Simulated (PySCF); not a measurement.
Shapes and spin states of [RhN2]+

These are results of PBE0 in PySCF with Rh def2-TZVP with ECP28, N def2-TZVP; scalar-relativistic core potentials, no spin–orbit coupling; density-fitted integrals, not measurements.

Relaxations began from a few typed shapes and spin states; open shells are unrestricted. The search is not exhaustive: other isomers or separated fragments can lie lower, and high-lying points may rest on an excited occupation.

```
                                                 spin  group                           bonds                           angles  imaginary modes (cm⁻¹)  ΔE (kJ/mol)  ΔE with ZPE (kJ/mol)
                   broken-symmetry Ms = 0 (⟨S²⟩ 0.99)    C2v  N–N 1.104 Å, Rh–N 2.302 Å (×2)  N–N–Rh 76.1° (×2), N–Rh–N 27.7°                    none          0.0                   0.0
singlet (closed shell, unstable to spin polarisation)    C2v  N–N 1.120 Å, Rh–N 2.103 Å (×2)  N–N–Rh 74.6° (×2), N–Rh–N 30.9°                    none        102.4                 103.6
                                  triplet (⟨S²⟩ 2.54)     Cs      Rh–N 1.593 Å, Rh–N 1.865 Å                    N–Rh–N 117.1°                    none        562.1                 556.0
                   broken-symmetry Ms = 1 (⟨S²⟩ 2.72)    C∞v      Rh–N 1.583 Å, Rh–N 2.075 Å                    N–Rh–N 180.0°              219i, 128i        628.5                     –
singlet (closed shell, unstable to spin polarisation)    D∞h               Rh–N 1.619 Å (×2)                    N–Rh–N 180.0°                    none        761.3                 759.2
```

The lowest minimum found is the broken-symmetry Ms = 0 (⟨S²⟩ 0.99) C2v: N–N 1.104 Å, Rh–N 2.302 Å (×2); N–N–Rh 76.1° (×2), N–Rh–N 27.7°.

For the lowest minimum: the determinant is spin-contaminated (⟨S²⟩ = 0.99, pure value 0.00).

The electron or spin density has lower symmetry than the nuclear frame for the broken-symmetry Ms = 1 (⟨S²⟩ 2.72) C∞v at 628.5 kJ/mol.
